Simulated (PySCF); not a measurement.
Compound: C5H7FO2Si.
Atom-mapped SMILES: `[O:1]=[C:2]([OH:3])[C:4]1=[CH:5][C@H:6]1[SiH2:7][CH2:8][F:9]`

Definitions: NICS(0) = −σiso at the ring centroid; NICS(1) = −σiso and NICS(1)zz = −σzz at ±1 Å along the ring normal z. Level: GIAO PBE0/pcSseg-1 (PySCF, non-relativistic, gas phase) on the GFN2-xTB geometry, one conformer.

Ring bond lengths (Å), with Mayer bond orders in brackets: C4–C5 1.305 (1.61), C5–C6 1.503 (0.92), C6–C4 1.518 (0.89).

What do the NICS probes read (ppm)?

```tsv
ring	type	NICS(0)	NICS(1), two faces	NICS(1)zz, two faces	rms pucker (Å)	centre to ring atoms, mean (Å)
C4–C5–C6	3-membered carbocycle; formal bonds 1 double, 2 single	-28.9	-5.0 / -5.9	-11.1 / -11.8	0.00	0.83
```

What can be read from them?

- C4–C5–C6: mean NICS(1)zz -11.4 ppm, shielded. C6 has four or more neighbours, so the value isn't read as a sign of a π ring current. NICS(0) lies 23 ppm below the mean NICS(1).

At the first NICS(1) probe listed for ring C4–C5–C6, 1 Å off the ring, what do the in-plane components average?

The isotropic value is a third of the trace: (3 × -5.0 − (-11.1))/2 = -2.0 ppm.

How shielded are the nuclei of the rings and their hydrogens (means over atoms taken as equivalent)?

```json
{"atoms": "C4", "environment": "fully substituted alkene carbon", "σ isotropic (ppm)": "66.9"}
{"atoms": "C5", "environment": "alkene CH carbon", "σ isotropic (ppm)": "49.7"}
{"atoms": "C6", "environment": "sp3 carbon bound to silicon", "σ isotropic (ppm)": "179.4"}
{"atoms": "H on C5", "environment": "vinylic hydrogen", "σ isotropic (ppm)": "23.84"}
{"atoms": "H on C6", "environment": "methine hydrogen", "σ isotropic (ppm)": "30.69"}
```

Shape of the structure used: `[O:1]=[C:2]([OH:3])[C:4]1=[CH:5][C@H:6]1[SiH2:7][CH2:8][F:9]`: O1–C2–C4–C5 -167°, C5–C6–Si7–C8 134°, C6–Si7–C8–F9 -178°, H–O3–C2–O1 0°.
